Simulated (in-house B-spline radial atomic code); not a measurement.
Pt⁸⁺: [Xe] 4f14 5d2

Computed with a B-spline radial code for spherical atoms: Dirac-Kohn-Sham BHandHLYP, spherical fractional occupations, exact exchange averaged over the configuration, Fermi nucleus of rms radius 5.427 fm.

Effective charges: Z_r = [3n² - l(l+1)]/(2<r>) from the radius, Z_e = n√(-2ε) from the energy, and Slater's rules. Values are occupation-weighted means over j. An effective charge above Z reflects the relativistic contraction of the inner shells.

```tsv
shell	electrons	ε (eV)	<r> (bohr)	Z_r	Z_e	Slater
1s	2	-78723	0.01715	87.46	76.07	77.70
2s	2	-14003	0.07168	83.71	64.16	73.85
2p	6	-12261	0.0647	77.27	60.04	73.85
3s	2	-3420	0.1864	72.43	47.56	66.75
3p	6	-2900.8	0.187	66.85	43.80	66.75
3d	10	-2286.8	0.1705	61.60	38.89	56.85
4s	2	-852.44	0.4148	57.85	31.66	50.25
4p	6	-678.65	0.4399	52.28	28.25	50.25
4d	10	-453.01	0.4677	44.90	23.08	38.85
5s	2	-233.15	0.9319	40.24	20.70	20.35
4f	14	-207.27	0.5091	35.36	15.61	27.45
5p	6	-182.47	1.042	35.04	18.31	20.35
5d	2	-121.34	1.274	27.09	14.93	9.65
```

The least bound orbital is 5d5/2 at -120.4 eV, and it is also the most diffuse (<r> = 1.284 bohr).

Spin-orbit splittings of the orbital energies (j = l + 1/2 above j = l - 1/2 when positive): 2p 1731 eV, 3p 383.2 eV, 3d 82.22 eV, 4p 91.9 eV, 4d 17.22 eV, 4f 3.567 eV, 5p 17.18 eV, 5d 2.293 eV.

For the 1s electron the small component carries 8.75 % of the norm, the zero-frequency Breit interaction raises the level by 290.2 eV, self-energy by 184.7 eV, and vacuum polarisation lowers it by 37.11 eV.
